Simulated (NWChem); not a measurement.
System: C$_{4}$H$_{5}$NS; SMILES Cc1nccs1

The following NWChem deck was run.

```
start job
memory heap 200 mb stack 900 mb global 1100 mb
geometry units angstroms noautosym nocenter noautoz
  C     -0.035324    -2.248816     0.000000
  C     -0.199079    -0.758649     0.000000
  N     -1.346938    -0.144562     0.000000
  C     -1.186208     1.223906     0.000000
  C      0.099312     1.677833     0.000000
  S      1.192848     0.330228     0.000000
  H     -1.028030    -2.705012     0.000000
  H      0.511546    -2.595352     0.884662
  H      0.511546    -2.595352    -0.884662
  H     -2.066960     1.856260     0.000000
  H      0.456872     2.698113     0.000000
end
basis spherical
  * library 6-31g*
end
dft
  xc b3lyp
  iterations 150
end
cosmo
  do_cosmo_smd true
  solvent toluene
end
task dft energy
```

Excerpt of the output:

```
             Northwest Computational Chemistry Package (NWChem) 7.3.0
             --------------------------------------------------------

                             Geometry "geometry" -> ""
                             -------------------------

 Output coordinates in angstroms (scale by  1.889725989 to convert to a.u.)

  No.       Tag          Charge          X              Y              Z
 ---- ---------------- ---------- -------------- -------------- --------------
    1 C                    6.0000    -0.03532400    -2.24881600     0.00000000
    2 C                    6.0000    -0.19907900    -0.75864900     0.00000000
    3 N                    7.0000    -1.34693800    -0.14456200     0.00000000
    4 C                    6.0000    -1.18620800     1.22390600     0.00000000
    5 C                    6.0000     0.09931200     1.67783300     0.00000000
    6 S                   16.0000     1.19284800     0.33022800     0.00000000
    7 H                    1.0000    -1.02803000    -2.70501200     0.00000000
    8 H                    1.0000     0.51154600    -2.59535200     0.88466200
    9 H                    1.0000     0.51154600    -2.59535200    -0.88466200
   10 H                    1.0000    -2.06696000     1.85626000     0.00000000
   11 H                    1.0000     0.45687200     2.69811300     0.00000000

 Effective nuclear repulsion energy (a.u.)     274.8400505897

                                 NWChem DFT Module
                                 -----------------

 Summary of "ao basis" -> "ao basis" (spherical)
 ------------------------------------------------------------------------------
       Tag                 Description            Shells   Functions and Types
 ---------------- ------------------------------  ------  ---------------------
 C                           6-31g*                  6       14   3s2p1d
 N                           6-31g*                  6       14   3s2p1d
 S                           6-31g*                  8       18   4s3p1d
 H                           6-31g*                  2        2   2s

 in cosmo_initialize ...
 calling solv_data for solv:toluene

 solvent parameters
 solvname_short: toluene
 solvname_long:  toluene
 dielec:        2.3741
 dielecinf:     2.2383
 nonaqueous SMD model solvent descriptors
 dielec:        2.3741
 sola:          0.0000
 solb:          0.1400
 solc:          0.8570
 solg:         40.2000
 solh:          0.0000
 soln:          1.4961

[...]

                                COSMO-SMD solvation results
                                ---------------------------

             internal energy in gas <Psi(g)|H|Psi(g)> =      -608.362111824164
         internal energy in solvent <Psi(s)|H|Psi(s)> =      -608.361750877723
                               delta internal energy  =         0.000360946441 (    0.23 kcal/mol)
   total free energy in solvent <Psi(s)|H+V/2|Psi(s)> =      -608.366440570067
 polarization energy contribution <Psi(s)|V/2|Psi(s)> =        -0.004689692344 (   -2.94 kcal/mol)
    total free energy in solvent including G(SMD-CDS) =      -608.368990528986
                       G(SMD-CDS) energy contribution =        -0.002549958919 (   -1.60 kcal/mol)
     1 M fixed-concentration free energy of solvation =        -0.006878704822 (   -4.32 kcal/mol)

                       DFT Final Molecular Orbital Analysis
                       ------------------------------------

 Vector   24  Occ=2.000000D+00  E=-2.834892D-01
              MO Center=  2.1D-01,  3.3D-01,  5.2D-09, r^2= 2.8D+00
   Bfn.  Coefficient  Atom+Function         Bfn.  Coefficient  Atom+Function
  ----- ------------  ---------------      ----- ------------  ---------------
    79      0.532884   6 S  pz               33     -0.346835   3 N  pz
    83      0.290644   6 S  pz               37     -0.248020   3 N  pz
    75     -0.201286   6 S  pz               61      0.175685   5 C  pz
    65      0.137180   5 C  pz               19     -0.111176   2 C  pz
    47     -0.104835   4 C  pz               51     -0.087541   4 C  pz

 Vector   25  Occ=2.000000D+00  E=-2.746844D-01
              MO Center= -9.6D-01, -1.1D-01, -4.6D-09, r^2= 2.4D+00
   Bfn.  Coefficient  Atom+Function         Bfn.  Coefficient  Atom+Function
  ----- ------------  ---------------      ----- ------------  ---------------
    31      0.438675   3 N  px               35      0.317498   3 N  px
    77      0.290749   6 S  px               34     -0.261186   3 N  s
    32      0.240089   3 N  py               36      0.173462   3 N  py
    81      0.158929   6 S  px               78      0.155780   6 S  py
    30     -0.146938   3 N  s                62     -0.146340   5 C  s

 Vector   26  Occ=2.000000D+00  E=-2.405030D-01
              MO Center= -2.2D-01,  5.9D-01, -4.0D-10, r^2= 3.0D+00
   Bfn.  Coefficient  Atom+Function         Bfn.  Coefficient  Atom+Function
  ----- ------------  ---------------      ----- ------------  ---------------
    61      0.332710   5 C  pz               47      0.325994   4 C  pz
    19     -0.299849   2 C  pz               65      0.264364   5 C  pz
    79     -0.261683   6 S  pz               23     -0.229074   2 C  pz
    51      0.227454   4 C  pz               83     -0.157835   6 S  pz
    33     -0.099692   3 N  pz               75      0.097360   6 S  pz

 Vector   27  Occ=0.000000D+00  E=-2.273194D-02
              MO Center= -1.2D-02,  1.8D-01, -8.0D-10, r^2= 3.4D+00
   Bfn.  Coefficient  Atom+Function         Bfn.  Coefficient  Atom+Function
  ----- ------------  ---------------      ----- ------------  ---------------
    23      0.456263   2 C  pz               65      0.434057   5 C  pz
    19      0.408854   2 C  pz               83     -0.357336   6 S  pz
    61      0.325801   5 C  pz               79     -0.322554   6 S  pz
    37     -0.247538   3 N  pz               51     -0.234889   4 C  pz
    33     -0.224096   3 N  pz               92     -0.207830   8 H  s

[...]
```

Level: B3LYP/6-31G* (spherical d), SMD on the gas-phase geometry. Geometry: optimised at B3LYP/6-31G* (spherical d). Solvent: toluene.
